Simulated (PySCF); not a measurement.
Distorted geometries of [Nd(NH2)2]+

[Nd(NH2)2]+ (singlet in the valence; each metal's 4f electrons, 3 of them, lie in its core potential, out of spins and levels). PySCF 2.14.0, RKS PBE, Nd lcecp-1-SVP with ECP49, N def2-SVP, H def2-SVP; non-relativistic Hamiltonian with scalar-relativistic core potentials where named; density fitting; no spin-orbit coupling. Relaxed geometry:

```xyz
7

Nd   -0.0533   -1.2070   -0.0076
N    -0.1067    0.1157    1.6679
H    -0.0521    1.1424    1.5730
H    -0.1809   -0.0745    2.6795
N     0.1313    0.1250   -1.6660
H     0.2056   -0.0737   -2.6762
H     0.1712    1.1525   -1.5707
```

Task: Order these distorted geometries by energy above the relaxed one, lowest first.
A.
```xyz
7

Nd   -0.0132   -1.1980   -0.0155
N    -0.1313    0.1161    1.6472
H    -0.0669    1.1493    1.5806
H    -0.1556   -0.1026    2.6638
N     0.1215    0.1699   -1.6637
H     0.1959   -0.0975   -2.7310
H     0.1648    1.1432   -1.4813
```
B.
```xyz
7

Nd   -0.0063   -1.2172    0.1359
N    -0.1300    0.2061    1.6159
H    -0.0035    1.1421    1.5511
H    -0.2462   -0.2628    2.6834
N     0.1344    0.1594   -1.7150
H     0.3027   -0.0125   -2.5767
H     0.0640    1.1652   -1.6947
```
C.
```xyz
7

Nd   -0.0637   -1.1961    0.0177
N    -0.1598    0.1013    1.7388
H     0.0575    1.1544    1.5160
H    -0.1497   -0.0930    2.7167
N     0.0567    0.0970   -1.6758
H     0.1714   -0.0307   -2.6765
H     0.2027    1.1475   -1.6369
```

Result: A (0.18 eV), C (0.22 eV), B (1.42 eV).

Task: Which forces (eV/Å) act in the one that lies 0.22 eV up?

Result: 
```
Nd  -0.19  0.10  0.27
N    0.70  1.74 -2.75
H   -0.55 -2.03  0.88
H   -0.03  0.14  1.55
N    0.40  1.53  0.40
H   -0.06 -0.61 -0.79
H   -0.28 -0.88  0.44
```
Forces carry noise of the integration grid, about 0.01 to 0.03 eV/Å.

An lcecp potential fixes the number of 4f electrons, so in runs with it no electron can move into or out of that shell.
